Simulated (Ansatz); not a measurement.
Breaking a bond: SNa (cation, charge +1), lowest singlet found (which spin is the ground state isn't settled by this scan).

- RCCSD = CCSD on RHF/aug-cc-pVDZ, frozen core (Ansatz, a program for electronic structure)
- FCI = full CI/aug-cc-pVDZ, frozen core (Ansatz)

Energies relative to the lowest point of each curve between 2.46 and 3.66 Å, where full CI is lowest, in kJ/mol:

| R / Å | RCCSD |
|---|---|
| 1.96 | 266.4 |
| 2.57 | 14.8 |
| 2.66 | 7.5 |
| 2.76 | 2.8 |
| 3.22 | 3.1 |
| 3.42 | 7.4 |
| 4.30 | 24.6 |
| 5.38 | 34.1 |
| 5.95 | 36.3 |
| 6.84 | 38.3 |
| 7.92 | 39.5 |
| 9.18 | 40.3 |

Problem. What does FCI give at the same points?

Solution. 1.96: 270.5; 2.57: 14.9; 2.66: 7.6; 2.76: 2.8; 3.22: 3.3; 3.42: 7.8; 4.30: 26.3; 5.38: 36.8; 5.95: 39.3; 6.84: 41.5; 7.92: 43.0; 9.18: 43.8 (kJ/mol).

Also computed but left out beside FCI, since their determinant holds another spin at the minimum (<S²> over 0.7 above the pure value): UHF, UMP2, UCCSD, UCCSD(T), UKS-BLYP, UKS-PBE, UKS-B3LYP/6-31G*, UHF/LANL2DZ, UKS-M06-2X/6-31G*, UMP2/3-21G.
